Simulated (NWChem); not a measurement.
System: AlGeH₅; SMILES [GeH3][AlH2]

Here is an NWChem input.

```
start job
memory heap 200 mb stack 900 mb global 1100 mb
geometry units angstroms noautoz
  Al    -0.033350    -1.710496    -0.000630
  Ge    -0.080524     0.779466    -0.008763
  H     -1.502907     1.390033    -0.106439
  H      0.559370     1.368676     1.279128
  H      0.736292     1.375237    -1.188242
  H      1.363894    -2.473157    -0.000845
  H     -1.376828    -2.563543     0.009860
end
basis spherical
  * library 6-311g**
end
dft
  xc xtpss03 ctpss03
  iterations 150
  mulliken
end
task dft energy
```

NWChem printed, in part:

```
             Northwest Computational Chemistry Package (NWChem) 7.3.0
             --------------------------------------------------------

 C1  symmetry detected

                             Geometry "geometry" -> ""
                             -------------------------

 Output coordinates in angstroms (scale by  1.889725989 to convert to a.u.)

  No.       Tag          Charge          X              Y              Z
 ---- ---------------- ---------- -------------- -------------- --------------
    1 Al                  13.0000    -0.00188668    -1.74685676    -0.00059171
    2 Ge                  32.0000    -0.00180295     0.74356534    -0.00037413
    3 H                    1.0000    -1.41195418     1.38133779    -0.10149726
    4 H                    1.0000     0.64404401     1.31620500     1.29201184
    5 H                    1.0000     0.83082799     1.32768044    -1.17461323
    6 H                    1.0000     1.38063378    -2.53588970     0.00202251
    7 H                    1.0000    -1.36133028    -2.57428653     0.00174061

 Effective nuclear repulsion energy (a.u.)     146.8596825704

                                 NWChem DFT Module
                                 -----------------

 Summary of "ao basis" -> "ao basis" (spherical)
 ------------------------------------------------------------------------------
       Tag                 Description            Shells   Functions and Types
 ---------------- ------------------------------  ------  ---------------------
 Al                         6-311g**                12       26   6s5p1d
 Ge                         6-311g**                18       44   8s7p3d
 H                          6-311g**                 4        6   3s1p

            General Information
            -------------------
          SCF calculation type: DFT
          Wavefunction type:  closed shell.
          No. of atoms     :     7
          No. of electrons :    50
           Alpha electrons :    25
            Beta electrons :    25
          Charge           :     0
          Spin multiplicity:     1
          Use of symmetry is: off; symmetry adaption is: off
          Maximum number of iterations: 150
          AO basis - number of functions:   100
                     number of shells:    50
          Convergence on energy requested:  1.00D-06
          Convergence on density requested:  1.00D-05
          Convergence on gradient requested:  5.00D-04

              XC Information
              --------------
                  TPSS metaGGA Exchange Functional  1.000
             TPSS03 metaGGA Correlation Functional  1.000

             Grid Information
             ----------------
          Grid used for XC integration:  medium
          Radial quadrature: Mura-Knowles
          Angular quadrature: Lebedev.
          Tag              B.-S. Rad. Rad. Pts. Rad. Cut. Ang. Pts.
          ---              ---------- --------- --------- ---------
          Al                  1.25       88          11.0       590
          Ge                  1.25      112          11.0       590
          H                   0.35       45          12.0       434
          Grid pruning is: on
          Number of quadrature shells:   425
          Spatial weights used:  Erf1

      Superposition of Atomic Density Guess
      -------------------------------------

 Sum of atomic energies:       -2319.63732800

      Non-variational initial energy
      ------------------------------

 Total energy =   -2320.028700
 1-e energy   =   -3526.447485
 2-e energy   =    1059.559103
 HOMO         =      -0.280854
 LUMO         =      -0.035533

     ---------------------------------------------
      Total Density - Mulliken Population Analysis
     ---------------------------------------------

    Atom       Charge   Shell Charges
 -----------   ------   -------------------------------------------------------
    1 Al  13    12.29   0.79  1.18  0.99  1.00  0.82  0.41  2.11  3.83  0.43  0.57  0.11  0.06
    2 Ge  32    31.99   0.77  1.19  1.04  0.94  0.86  1.18  0.98  0.45  0.50  5.48  4.52  1.47  0.79  1.22  0.56  8.14  1.80  0.11
    3 H    1     1.08   0.22  0.56  0.29  0.01
    4 H    1     1.08   0.22  0.56  0.29  0.01
    5 H    1     1.08   0.22  0.56  0.29  0.01
    6 H    1     1.24   0.23  0.62  0.39  0.01
    7 H    1     1.24   0.23  0.62  0.39  0.01

   convergence    iter        energy       DeltaE   RMS-Dens  Diis-err
 ---------------- ----- ----------------- --------- --------- ---------
 d= 0,ls=0.0,diis     1  -2322.3487169569 -2.47D+03  4.73D-03  2.67D+00
 d= 0,ls=0.0,diis     2  -2322.3747488527 -2.60D-02  2.62D-03  1.37D-01
 d= 0,ls=0.0,diis     3  -2322.3756318497 -8.83D-04  1.06D-03  1.60D-01
 d= 0,ls=0.0,diis     4  -2322.3815176001 -5.89D-03  2.98D-04  1.07D-03
 d= 0,ls=0.0,diis     5  -2322.3816536073 -1.36D-04  4.12D-05  4.04D-05
  Resetting Diis
 d= 0,ls=0.0,diis     6  -2322.3816585172 -4.91D-06  1.13D-05  1.09D-06
 d= 0,ls=0.0,diis     7  -2322.3816587336 -2.16D-07  5.08D-06  5.34D-08

         Total DFT energy =    -2322.381658733590
      One electron energy =    -3527.558758907065
           Coulomb energy =     1157.830663014114
    Exchange-Corr. energy =      -99.513245411050
 Nuclear repulsion energy =      146.859682570411

 Numeric. integr. density =       50.000026238657

                       DFT Final Molecular Orbital Analysis
                       ------------------------------------

[...]
```

Level: TPSS/6-311G** (spherical d). Geometry: optimised at B3LYP/6-31G* (spherical d).
